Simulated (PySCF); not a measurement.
**ECD: `C(=C(\C(=C)F)F)/[SiH3]`, C4H6F2Si**

Geometry (Å), atoms numbered from 1 in this order:
```xyz
13

C     2.743    0.325    0.428
C     1.685   -0.197   -0.193
F     1.829   -1.069   -1.190
C     0.285    0.098    0.117
F     0.156    0.969    1.121
C    -0.787   -0.414   -0.497
Si   -2.553    0.002   -0.050
H     3.753    0.046    0.126
H     2.595    1.032    1.242
H    -0.569   -1.120   -1.303
H    -2.682    1.437    0.335
H    -3.420   -0.277   -1.233
H    -3.024   -0.844    1.090
```

Theory: TDDFT CAM-B3LYP/def2-TZVPD circular dichroism and optical rotation, one conformer, gas phase in PySCF 2.14.0. Geometry: PBE0-D3(BJ)/def2-SVP.

No stereocentre is labelled: unless the shape is locked (an allene, a helicene, a hindered biaryl), the mirror image is equally populated and a measured rotation or CD is zero.

Problem. Which excitations and rotatory strengths does the calculation give?

Solution. Rotatory strengths R in 10⁻⁴⁰ esu² cm², velocity form and length form (origin at the centre of mass); f in length form.
| state | E (eV) | λ (nm) | f | R (velocity) | R (length) | main |
| --- | --- | --- | --- | --- | --- | --- |
| 1 | 5.48 | 226 | 0.756 | -3.0 | -3.0 | HOMO→LUMO 0.98 |
| 2 | 6.54 | 190 | 0.002 | +0.8 | +0.8 | HOMO→LUMO+1 0.88 |
| 3 | 6.80 | 182 | 0.003 | +0.6 | +0.6 | HOMO−1→LUMO 0.95 |
| 4 | 6.96 | 178 | 0.006 | -1.3 | -1.3 | HOMO−3→LUMO 0.82 |
| 5 | 7.27 | 171 | 0.014 | +3.8 | +3.7 | HOMO→LUMO+2 0.39, HOMO→LUMO+3 0.31 |
| 6 | 7.32 | 169 | 0.015 | -0.5 | -0.4 | HOMO→LUMO+3 0.55, HOMO→LUMO+2 0.17 |
| 7 | 7.61 | 163 | 0.002 | -0.3 | -0.3 | HOMO−2→LUMO 0.40, HOMO→LUMO+5 0.20 |
| 8 | 7.67 | 162 | 0.013 | -4.6 | -4.7 | HOMO−2→LUMO 0.25, HOMO→LUMO+5 0.17 |
| 9 | 7.77 | 160 | 0.002 | -6.6 | -6.7 | HOMO→LUMO+4 0.55, HOMO→LUMO+6 0.12 |
| 10 | 7.81 | 159 | 0.017 | +10.0 | +10.1 | HOMO→LUMO+6 0.39, HOMO→LUMO+5 0.38 |
| 11 | 8.02 | 155 | 0.002 | +12.1 | +11.9 | HOMO→LUMO+7 0.55, HOMO→LUMO+6 0.10 |
| 12 | 8.04 | 154 | 0.006 | +4.4 | +4.5 | HOMO−5→LUMO 0.67, HOMO−2→LUMO 0.17 |

Among the states computed, the strongest CD band (largest |R|) is state 11. The largest dissymmetry factor in size, g = 4R/(D+G), with D and G the electric and magnetic dipole strengths, is +0.069 for state 11 (velocity form, f = 0.002), among bands with |R| over 0.5. The mirror image has the same energies and oscillator strengths and all R with the opposite sign.
